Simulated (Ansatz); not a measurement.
```json
{"atom": "C", "x (Å)": "-0.0773", "y (Å)": "0.0094", "z (Å)": "-0.6595"}
{"atom": "F", "x (Å)": "0.0225", "y (Å)": "0.0061", "z (Å)": "0.7104"}
{"atom": "H", "x (Å)": "0.0314", "y (Å)": "-1.1628", "z (Å)": "-0.9923"}
{"atom": "H", "x (Å)": "-0.8374", "y (Å)": "0.5087", "z (Å)": "-1.0207"}
{"atom": "H", "x (Å)": "0.8390", "y (Å)": "0.4703", "z (Å)": "-1.0620"}
```

Basis set: 6-31G (spherical functions). Left uncorrelated: 2 orbitals. Charge 0, multiplicity 1.

Computed with Ansatz (development build ahead of 0.2.0); each method stands on the lowest determinant of its kind that the runs found. Restricted open shells among the atoms or ions are ROHF, correlated in semicanonical orbitals with singles.

Give the atomization energy at this shape (free ground-state atoms in the same class of orbitals less the molecule, no zero-point energy) of singlet CH₃F by RHF-MP2, RHF.

```json
{"method": "RHF-MP2", "atomization energy": "343.63 kcal/mol"}
{"method": "RHF", "atomization energy": "274.84 kcal/mol"}
```

Caution: the shape is not the minimum.

This basis has no polarisation functions and is too small for such energies, which can lie far from measured ones in either direction.
